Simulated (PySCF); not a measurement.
CH6O2Si2, SMILES [SiH2]1CO[Si@@H]1O. The structure is a stationary point at ωB97X-D3(BJ)/def2-SVP. The structure was generated by enumeration; whether it is a known compound was not checked. Other conformers were not sampled.

Method: ωB97X-D3(BJ)/def2-SVP in PySCF.

Harmonic wavenumbers (cm⁻¹): 88, 155, 253, 350, 412, 458, 466, 552, 666, 727, 743, 805, 833, 839, 910, 932, 960, 1051, 1214, 1273, 1475, 2241, 2252, 2299, 3075, 3133, 3931. Rotational constants (GHz): 5.178, 2.505, 1.959; symmetry number 1.

Q: Work out the zero-point energy and the ideal-gas rigid-rotor harmonic-oscillator thermochemistry at 298.15 K and 1 atm.

A: ZPE = ½ Σ hcν = ½ × 32093 cm⁻¹ = 191.96 kJ/mol. H − E(el) = 212.32 kJ/mol. Entropy in J/(mol K): translation 166.93, rotation 112.71, vibration 59.16, total 338.81. G − E(el) = 111.30 kJ/mol. Cp = 112.05 J/(mol K). Modes under 150 cm⁻¹ make the vibrational entropy uncertain.
